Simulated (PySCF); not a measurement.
Consider `N#C[SiH2]O` (CH3NOSi). Coordinates in Å; atoms count from 1 in this order:
```
N     2.5500   -0.4997    0.0193
C     1.4668   -0.1275    0.0157
Si   -0.3050    0.4849    0.0328
O    -1.3046   -0.6807   -0.4798
H    -0.4649    1.5154   -0.9775
H    -0.5613    0.8634    1.4219
H    -1.3744   -1.5461   -0.0865
```

Energies: ωB97X-D3(BJ)/ma-def2-TZVP (PySCF, density fitting, integration grid level 2) on GFN2-xTB structures. The prefix ma- adds one diffuse s and one diffuse p function on all atoms but H. Thermal corrections: GFN2-xTB frequencies, unscaled, ideal gas at 298.15 K and 1 bar, quasi-RRHO entropy.

Task: Rank these of its positions by gas-phase deprotonation enthalpy, most acidic first.
A. Si3 (silicon)
B. O4 (hydroxyl oxygen)

Result: B (1422 kJ/mol), A (1517 kJ/mol).

Task: For O4 (hydroxyl oxygen), what are ΔE (electronic) and ΔG(298 K) of the loss of the proton?

Result: ΔE = 1447 and ΔG = 1392 kJ/mol, beside ΔH = 1422 kJ/mol. The product is `N#C[SiH2][O-]`.

Task: Of those listed, which site of deprotonation is favoured in water (IEF-PCM), and by how much?

Result: O4 (hydroxyl oxygen), by 99 kJ/mol over Si3 (silicon); the gas phase favours the same one.
